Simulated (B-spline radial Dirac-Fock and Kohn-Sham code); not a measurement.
# Binding energies of Nd³⁷⁺ at several levels of theory

System: Nd³⁷⁺ in the configuration [Ar] 3d5.

The density-functional columns are spherical, spin-unpolarised Dirac-Kohn-Sham results without Breit or QED terms: −ε is minus the orbital energy of the initial state and ΔSCF the difference of two total energies. The reference in the last column comes from Dirac-Fock energy differences between relaxed states, corrected for Breit and QED terms. All numbers are from a B-spline atomic structure program, in eV; a selection of levels is shown. The Kohn-Sham columns are given as differences from the reference. For the 1s level of heavy atoms much of the gap between ΔSCF and the reference is the Breit and QED part, -175.3 eV here; for other levels the error of the functional can be larger.

| level | LDA −ε − DF | LDA ΔSCF − DF | Dirac-Fock |
| --- | --- | --- | --- |
| K | -291.2 | +163.9 | 45449.6 |
| L1 | -153.7 | -47.9 | 8955.3 |
| L2 | -118.6 | +8.5 | 8559.9 |
| L3 | -123.4 | -5.2 | 8039.9 |
| M1 | -72.1 | -27.0 | 3174.9 |
| M2 | -52.5 | -5.2 | 3010.5 |
| M3 | -52.9 | -7.5 | 2891.6 |
| M4,5 | -49.3 | +2.0 | 2637.4 |

Values without a named source are computed, but for edge energies of neutral atoms, which are taken from tables.
